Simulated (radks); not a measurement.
Results of a calculation; reference values are marked as such.
Orbital eigenvalues (eV) of the nickel ion Ni+, [Ar] 3d9, at several levels of relativity; Dirac values are averaged over j with weights 2j + 1. Spin-unpolarised spherical Kohn-Sham, PBEsol, point nucleus unless stated (finite: rms radius 3.7757 fm), a radial shooting solver on a logarithmic mesh with Libxc functionals. A level marked "c x" has the speed of light scaled by that factor and shares open shells by 2j + 1; other Dirac levels either fill j = l - 1/2 first or share by 2j + 1.

| shell | non-rel. | scalar-rel., finite nucleus | Dirac, 2j+1 shares | Dirac, c x 0.75 | change of magnitude, last against first (%) |
|---|---|---|---|---|---|
| 1s | -8117.5 | -8207.6 | -8205.7 | -8276.9 | +1.96 |
| 2s | -964.05 | -983.31 | -983.01 | -998.38 | +3.56 |
| 2p | -842.24 | -846.71 | -846.48 | -849.89 | +0.91 |
| 3s | -110.77 | -114.00 | -113.98 | -116.59 | +5.25 |
| 3p | -73.724 | -74.648 | -74.641 | -75.382 | +2.25 |
| 3d | -13.029 | -12.945 | -12.946 | -12.886 | -1.10 |
| 4s (empty) | -11.138 | -11.416 | -11.416 | -11.644 | +4.55 |
| 4p (empty) | -6.2392 | -6.3137 | -6.3140 | -6.3746 | +2.17 |
